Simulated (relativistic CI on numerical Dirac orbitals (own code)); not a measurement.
Level scheme of Re

Computed by Dirac-Coulomb-Breit CI, separate exchange-only KLI orbitals for each configuration, QED by a radiative potential, valence Slater integrals scaled by 0.85, P86 correlation energy added to each configuration (own radial code, finite nucleus).

Configurations in the expansion (outside the closed core [Xe] 4f14): 5d5.6s2, 5d6.6s, 5d5.6s.6p, 5d6.6p, 5d5.6s.6d, 5d7, 5d4.6s2.6p, 5d5.6s.6f, 5d6.6d, 5d4.6s2.5f, 5d6.5f, 5d4.6s2.5g, 5d6.6f, 5d6.5g, 5d5.6s.7s, 5d6.7s, 5d5.6s.7p, 5d6.7p, 5d4.6s2.8s, 5d4.6s2.7d, 5d4.6s2.8p, 5d4.6s2.7s, 5d5.6s.8s, 5d4.6s.6p.7s, 5d4.6s2.9s, 5d5.6s.5f, 5d3.6s2.7s2, 5d3.6s.6p.7s2, 5d3.6s.6d.7s2, 5d2.6s2.6p.7s2, 5d3.6s.6f.7s2, 5d2.6s2.5f.7s2, 5d5.7s2, 5d4.6p.7s2, 5d4.5f.7s2. Double excitations out of closed p, d and f shells are left out; levels of such configurations are missing from the list, as are those of other unlisted configurations, and high levels can miss mixing partners.

The lowest level is 5d5.6s2 6S_5/2, with 88 % of that term; Hund's rules for 5d5.6s2 give 6S with J = 5/2, in agreement.

| No. | Configuration | Term | J | E (cm⁻¹) | % | Next component (%) | Landé g |
| --- | --- | --- | --- | --- | --- | --- | --- |
| 1 | 5d5.6s2 | 6S | 5/2 | 0.0 | 88 | 8 4P | 1.958 |
| 2 | 5d6.6s | 6D | 9/2 | 8078.0 | 93 | 6 4F | 1.542 |
| 3 | 5d5.6s.6p | 8P° | 5/2 | 9307.7 | 92 | 4 6P° | 2.259 |
| 4 | 5d6.6s | 6D | 7/2 | 10192.9 | 95 | 3 4F | 1.576 |
| 5 | 5d6.6s | 6D | 5/2 | 10561.2 | 57 | 13 4P | 1.587 |
| 6 | 5d5.6s.6p | 8P° | 7/2 | 10938.5 | 89 | 7 6P° | 1.911 |
| 7 | 5d6.6s | 6D | 3/2 | 11484.3 | 72 | 11 4P | 1.792 |
| 8 | 5d6.6s | 6D | 1/2 | 12057.6 | 78 | 11 4P | 3.144 |
| 9 | 5d6.6s | 6D | 5/2 | 12418.2 | 33 | 13 5d5.6s2 4P | 1.393 |
| 10 | 5d5.6s.6p | 8P° | 9/2 | 13554.7 | 94 | 4 6D° | 1.768 |
| 11 | 5d5.6s2 | 4P | 3/2 | 14280.4 | 31 | 25 4D | 1.503 |
| 12 | 5d5.6s2 | 4G | 5/2 | 15070.5 | 59 | 11 2F | 0.812 |
| 13 | 5d5.6s2 | 4G | 7/2 | 15241.5 | 44 | 23 4D | 1.168 |
| 14 | 5d5.6s2 | 4P | 1/2 | 15618.1 | 47 | 16 4D | 2.182 |
| 15 | 5d5.6s2 | 4G | 11/2 | 16283.0 | 77 | 13 5d6.6s 4G | 1.254 |
| 16 | 5d5.6s2 | 4G | 9/2 | 16552.4 | 79 | 12 5d6.6s 4G | 1.171 |
| 17 | 5d5.6s2 | 4G | 7/2 | 16865.5 | 33 | 31 4D | 1.232 |
| 18 | 5d5.6s2 | 4D | 5/2 | 18617.9 | 36 | 14 5d6.6s 4P | 1.396 |
| 19 | 5d5.6s2 | 4D | 1/2 | 18990.0 | 55 | 20 5d6.6s 4D | 0.596 |
| 20 | 5d5.6s2 | 4D | 3/2 | 19143.4 | 26 | 24 4P | 1.326 |
| 21 | 5d6.6s | 4F | 9/2 | 20409.4 | 34 | 16 5d5.6s2 4F | 1.253 |
| 22 | 5d5.6s.6p | 6P° | 7/2 | 21010.7 | 70 | 9 5d4.6s2.6p 6P° | 1.709 |
| 23 | 5d5.6s2 | 2F | 7/2 | 21043.8 | 29 | 21 4F | 1.161 |
| 24 | 5d5.6s.6p | 6P° | 5/2 | 21095.4 | 74 | 9 5d4.6s2.6p 6P° | 1.872 |
| 25 | 5d5.6s2 | 2D | 3/2 | 21332.8 | 27 | 16 5d6.6s 2D | 0.786 |
| 26 | 5d5.6s.6p | 6P° | 3/2 | 21399.4 | 78 | 10 5d4.6s2.6p 6P° | 2.359 |
| 27 | 5d5.6s2 | 2D | 5/2 | 21702.2 | 33 | 14 5d6.6s 4P | 1.167 |
| 28 | 5d6.6s | 4F | 5/2 | 22753.6 | 28 | 18 5d5.6s2 4F | 1.052 |
| 29 | 5d6.6s | 4H | 7/2 | 22842.2 | 23 | 21 4F | 1.029 |
| 30 | 5d5.6s2 | 2I | 11/2 | 23780.5 | 38 | 28 5d6.6s 4H | 1.061 |
| 31 | 5d6.6s | 4H | 13/2 | 23938.6 | 93 | 6 2I | 1.221 |
| 32 | 5d6.6s | 4F | 3/2 | 24305.1 | 36 | 20 5d5.6s2 2D | 0.618 |
| 33 | 5d6.6s | 4H | 11/2 | 24919.8 | 53 | 30 5d5.6s2 2I | 1.079 |
| 34 | 5d6.6s | 4H | 9/2 | 24959.6 | 67 | 6 4G | 1.050 |
| 35 | 5d5.6s2 | 2F | 5/2 | 25110.6 | 22 | 22 5d6.6s 2F | 1.009 |
| 36 | 5d5.6s.6p | 6D° | 1/2 | 25301.3 | 36 | 23 5d4.6s2.6p 6D° | 3.043 |
| 37 | 5d5.6s.6p | 6D° | 3/2 | 25597.0 | 36 | 16 5d4.6s2.6p 6D° | 1.707 |
| 38 | 5d6.6s | 4H | 7/2 | 25705.0 | 41 | 18 4F | 0.950 |
| 39 | 5d5.6s.6p | 6D° | 5/2 | 25990.2 | 33 | 18 6F° | 1.529 |
| 40 | 5d5.6s2 | 2G | 9/2 | 26187.1 | 32 | 20 2H | 1.094 |
| 41 | 5d4.6s2.6p | 6F° | 1/2 | 26278.2 | 38 | 34 5d5.6s.6p 6F° | -0.453 |
| 42 | 5d5.6s2 | 2I | 13/2 | 26566.8 | 96 | 2 5d6.6s 2I | 1.079 |
| 43 | 5d6.6s | 2S | 1/2 | 26769.2 | 34 | 22 5d5.6s2 2S | 1.446 |
| 44 | 5d5.6s.6p | 6D° | 7/2 | 26895.5 | 29 | 25 6F° | 1.479 |
| 45 | 5d6.6s | 4D | 7/2 | 26903.9 | 28 | 16 5d5.6s2 2G | 1.123 |
| 46 | 5d6.6s | 4D | 3/2 | 27284.1 | 31 | 16 5d5.6s2 2D | 1.004 |
| 47 | 5d5.6s.6p | 6F° | 3/2 | 27299.2 | 31 | 31 5d4.6s2.6p 6F° | 1.191 |
| 48 | 5d5.6s2 | 4P | 5/2 | 27505.8 | 30 | 28 5d6.6s 4P | 1.414 |
| 49 | 5d5.6s2 | 2G | 7/2 | 28145.5 | 42 | 17 5d6.6s 2G | 1.044 |
| 50 | 5d5.6s.6p | 6D° | 9/2 | 28175.7 | 25 | 24 6F° | 1.476 |
| 51 | 5d5.6s.6p | 6F° | 5/2 | 28424.4 | 26 | 20 5d4.6s2.6p 6F° | 1.398 |
| 52 | 5d6.6s | 4G | 11/2 | 28524.5 | 48 | 13 2H | 1.161 |
| 53 | 5d6.6s | 4D | 5/2 | 28771.0 | 54 | 11 2D | 1.222 |
| 54 | 5d6.6s | 4D | 1/2 | 29020.7 | 60 | 13 2S | 0.747 |
| 55 | 5d6.6s | 4G | 9/2 | 29447.3 | 27 | 18 5d5.6s2 4F | 1.177 |
| 56 | 5d6.6s | 4P | 3/2 | 29658.1 | 17 | 17 5d5.6s2 4F | 1.059 |
| 57 | 5d5.6s.6p | 6G° | 3/2 | 29876.7 | 61 | 21 4F° | 0.297 |
| 58 | 5d5.6s.6p | 6G° | 5/2 | 29925.2 | 36 | 33 6H° | 0.767 |
| 59 | 5d6.6s | 4P | 3/2 | 30214.6 | 33 | 32 4D | 1.379 |
| 60 | 5d5.6s.6p | 6F° | 7/2 | 30221.8 | 23 | 20 6G° | 1.352 |
| 61 | 5d6.6s | 4G | 7/2 | 30265.1 | 37 | 17 5d5.6s2 4F | 1.114 |
| 62 | 5d6.6s | 4G | 5/2 | 30382.8 | 47 | 21 5d5.6s2 4F | 0.788 |
| 63 | 5d5.6s.6p | 6H° | 7/2 | 30510.6 | 30 | 28 6G° | 1.175 |
| 64 | 5d6.6s | 2G | 9/2 | 30903.8 | 26 | 20 4G | 1.144 |
| 65 | 5d5.6s.6p | 6G° | 9/2 | 30960.8 | 54 | 28 6H° | 1.227 |
| 66 | 5d6.6s | 4D | 7/2 | 31073.7 | 31 | 20 5d5.6s2 2F | 1.144 |
| 67 | 5d6.6s | 4D | 5/2 | 31076.9 | 29 | 13 4G | 1.101 |
| 68 | 5d5.6s.6p | 6F° | 11/2 | 31108.4 | 49 | 17 6G° | 1.413 |
| 69 | 5d5.6s.6p | 6H° | 5/2 | 31177.3 | 32 | 13 6G° | 0.887 |
| 70 | 5d5.6s.6p | 6F° | 9/2 | 31374.8 | 28 | 22 6D° | 1.458 |

Energies count from the lowest computed level; ° marks odd parity.

The mean weight of the leading LS term, summed over parents, in these 70 levels is 47 %, and that of the leading jj configuration (from the same eigenvectors) 38 %.

For a near-neutral ion this model can misplace configurations by up to about 10,000 cm⁻¹ (more where the count of f electrons changes) and terms by 10 to 25 % of their spread. Rates follow the energies as ν³ (E1, M1) or ν⁵ (E2), so they and the lifetimes can be off by large factors. The fine structure of a lone outer electron comes out too small, for d and f at times inverted, and misplaced configurations move strength between like terms. 11 of the 18 excited levels that our extract of the measured tables holds in this range could be paired (the sources list more); they are missed by 5645 cm⁻¹ on average and 10077 at most, and levels without a partner can miss by more. Some levels of the ground configuration have no partner and can miss by 10 % or more.

LS names give the leading component of a level, which can be under half, so a name can repeat, a term be missing and a line seem to break the LS rules.
